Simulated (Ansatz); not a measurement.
The same molecule with X = F, Cl, Br. Ansatz, PBE0-D4/def2-TZVP geometries, multiplicity 1. Each molecule was computed in one conformer, which needn't be the lowest.

Elements past krypton have def2 core potentials. Scalar relativity is left out up to krypton.

| X | molecule | mean X–Sn bond length / Å | HOMO–LUMO gap (B3LYP/def2-TZVPP) / eV | size of the dipole moment (ωB97M-V/def2-TZVPP) / D | HOMO energy (PBE0/def2-TZVPP) / eV |
| --- | --- | --- | --- | --- | --- |
| F | `[NH2][SnH2][F]` | 1.934 | 6.96 | 1.91 | -7.86 |
| Cl | `[NH2][SnH2][Cl]` | 2.349 | 6.65 | 1.76 | -7.79 |

Problem. Give the row for X = Br, `[NH2][SnH2][Br]`. (Estimate.)

Solution. The calculation gave: 
```
 X           molecule  mean X–Sn bond length / Å  HOMO–LUMO gap (B3LYP/def2-TZVPP) / eV  size of the dipole moment (ωB97M-V/def2-TZVPP) / D  HOMO energy (PBE0/def2-TZVPP) / eV
Br  `[NH2][SnH2][Br]`                      2.486                                   6.33                                                3.50                               -7.61
```

From F to Br the mean X–Sn bond length rises at each step, by 0.552 Å in all; the HOMO–LUMO gap (B3LYP/def2-TZVPP) falls at each step, by 0.63 eV in all; the HOMO energy (PBE0/def2-TZVPP) rises at each step, by 0.25 eV in all. Bonds lengthen as the atom grows down the group. Dipoles are sizes alone, and their direction can turn along the series.

B3LYP here is the variant with VWN-RPA as its local correlation; programs differ in this.

Spin–orbit coupling is left out; it splits and shifts lone-pair levels of the heavy atoms by tenths of an eV.
